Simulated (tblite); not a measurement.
C₄H₅F₃N₂Si.
SMILES: `FC(F)(F)C1=CN=CN1[SiH3]`

Level: GFN2-xTB in tblite, geometry and Hessian alike; calculated harmonic values, unscaled, isolated species. The method is semi-empirical: single wavenumbers can be off by several per cent or more. Modes of hydrogen on silicon can be 10 to 20 % off.

Harmonic wavenumbers (cm⁻¹): 33.6, 112.7, 121.6, 130.1, 163.0, 217.7, 349.0, 364.2, 383.0, 470.2, 491.2, 549.5, 584.7, 604.2, 640.9, 664.1, 681.9, 756.2, 758.9, 799.0, 815.5, 840.9, 912.6, 997.6, 1003.2, 1067.3, 1098.5, 1137.5, 1178.0, 1277.6, 1325.1, 1396.3, 1473.2, 1550.9, 2317.2, 2321.9, 2339.1, 3183.4, 3184.9.

A = 1557, B = 1134, C = 746.8 MHz; mass 166.017 u (most abundant isotopes); point group C1, symmetry number 1.

Zero-point energy?

½Σν̃ = 19148 cm⁻¹ = 229.06 kJ/mol.

Give the ideal-gas entropy at 500 K and 1 bar in the rigid-rotor, harmonic-oscillator model (classical rotation).

Translation 183.36, rotation 131.46, vibration 202.00: S = 516.8 J/(mol K).

And Cp and H(500 K) − H(0)?

Cp = 227.74 J/(mol K), of which vibrations give 194.49 (their classical limit is 39 R = 324.3); H(500 K) − H(0) = 68.69 kJ/mol without the zero-point energy, 52.06 from vibrations.

What must be added to the electronic energy to get the Gibbs energy at 500 K and 1 bar?

ZPE + [H(500 K) − H(0)] − T·S = 229.06 + 68.69 − 258.41 = 39.34 kJ/mol.

How do the functions run with temperature in this model?

```
 T (K)  S (J/(mol K))  Cp (J/(mol K))  H − H(0) (kJ/mol)  G − H(0) (kJ/mol)  ln q(vib)
    50          251.3            53.2               2.07             -10.49       0.58
   100          295.3            75.2               5.31             -24.22       1.70
298.15          416.1           162.1              28.78             -95.27       6.63
373.15          455.6           190.5              42.03            -127.97       8.55
   750          618.8           273.5             131.93            -332.14      17.78
  1000          701.3           299.6             203.85            -497.49      23.20
```

q(vib) and H(0) count from the zero-point level.

Hindered rotation and anharmonicity are outside this model. The structure is chiral; the term R ln 2 for an equal mix with its mirror image is left out.

The values belong to the conformer `[F:1][C:2]([F:3])([F:4])[c:5]1[cH:6][n:7][cH:8][n:9]1[SiH3:10]`: F1–C2–C5–C6 136°.
